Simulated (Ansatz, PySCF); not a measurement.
Gas-phase reaction (SMILES): Cl[SiH2]Cl + [SiH4] (SiH4) → 2 [SiH3]Cl [chlorosilane]; bond separation energy.

Structures are relaxed separately at B3LYP-D3(BJ)/def2-TZVP in Ansatz (a program for electronic structure). Correlated levels leave the core frozen unless marked. No spin-orbit coupling. Non-relativistic. Basis-set limits of correlation are two-point, X^-3; Hartree-Fock from the larger set. The bracket is a focal-point correction in the basis named. Thermal terms are rigid-rotor harmonic-oscillator values from B3LYP-D3(BJ) frequencies (Ansatz or PySCF) at 298.15 K and 1 atm. 1 Eh = 627.5095 kcal/mol.

| species | E, RI-MP2/CBS(aug-cc-pV(T+d)Z,aug-cc-pV(Q+d)Z)+[CCSD(T)-MP2]/aug-cc-pV(T+d)Z (Ansatz) (Eh) | E, PBE0-D4/def2-TZVPD (Ansatz + dftd4) (Eh) | H - E (Eh) | G - E (Eh) |
|---|---|---|---|---|
| Cl[SiH2]Cl | -1209.92560 | -1210.80875 | 0.02561 | -0.00700 |
| [SiH3]Cl | -750.69218 | -751.28173 | 0.03058 | 0.00210 |
| [SiH4] (SiH4) | -291.46108 | -291.75741 | 0.03520 | 0.01198 |

Task: Work out ΔE and ΔH, ΔG, ΔS and the equilibrium constant at 298.15 K at the first level, then ΔH at the second.

Result: 
1. ΔE = [2×(-750.69218)] - [(-1209.92560) + (-291.46108)] = 0.00232 Eh = 1.5 kcal/mol at RI-MP2/CBS(aug-cc-pV(T+d)Z,aug-cc-pV(Q+d)Z)+[CCSD(T)-MP2]/aug-cc-pV(T+d)Z.
2. The terms H - E add up to 0.00035 Eh, so ΔH = (0.00232 + (0.00035))×627.5095 = 1.7 kcal/mol.
3. The terms G - E add up to -0.00078 Eh, so ΔG = 1.0 kcal/mol, and ΔS = (0.00035 - (-0.00078))×627509.5/298.15 = 2.4 cal/(mol K).
4. log10 K = -ΔG/(RT ln 10) = -0.7, with RT ln 10 = 1.3642 kcal/mol.
5. At PBE0-D4/def2-TZVPD the same steps give ΔE = 1.7 and ΔH = 1.9 kcal/mol, a shift of +0.2 from the first level.
6. These values are not checked against measurement here, since the tables used lack a sound gas-phase enthalpy of formation for at least one species.
